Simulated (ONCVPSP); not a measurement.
# germanium (Ge), ONCV: configuration errors across variants

* Element: Ge
* Generator: ONCVPSP 4.0.1
* Type: optimised norm-conserving Vanderbilt (ONCV)
* Functional: revPBE
* Relativity: scalar-relativistic
* Frozen core: [Ne]
* Valence charge: 22
* Reference configuration: 3s2 3p6 3d10 4s2 4p1.75 (charge +0.25)
* Partial waves: 3s+4s: rc 1.25 bohr, ncon 4, nbas 9, qcut 11.5 1/bohr, 2 projectors; 3p+4p: rc 1.30 bohr, ncon 5, nbas 8, qcut 13.5 1/bohr, 3 projectors, debl 3.3 Ha; 3d: rc 0.85 bohr, ncon 3, nbas 7, qcut 17 1/bohr, local
* Local potential: the d channel
* Core correction: Teter function, fcfact 3.75, rcfact 1.05

All-electron excitation energies from the reference (eV): (1) 3s2 3p6 3d10 4s2 4p2 -1.171; (2) 3s2 3p6 3d10 4s2 4p1 6.219; (3) 3s2 3p6 3d10 4s2 4p0 21.572; (4) 3s2 3p6 3d10 4s1 4p0 56.188.

A true bound ghost makes a file unfit for plane-wave use even where its test errors are small: the radial tests pick states by their node count and pass the ghost by.

Errors AE − PS in meV (a dash: test not solved or not reliable):

```csv
change,(1),(2),(3),(4),bound ghosts,GHOST(+) flags above zero
base,+0.1,-0.5,+2.8,-1.1,none,none
d: rc 0.7,+0.1,-0.5,-1.8,-5.2,none,none
d: rc 0.88,+0.1,-0.5,-2.0,-6.0,none,s
d: rc 0.94,+0.1,-0.5,-2.0,-6.4,none,s
d: rc 1.08,+0.1,-0.6,-2.2,-7.3,s,none
d: rc 1.22,+0.1,-0.6,-2.6,-9.9,s,none
```

(1) Give the same row for: d: rc 0.58.

Answers

(1) 0.0, -0.4, -1.7, -4.7; bound ghosts: none; GHOST(+) flags above zero: s.
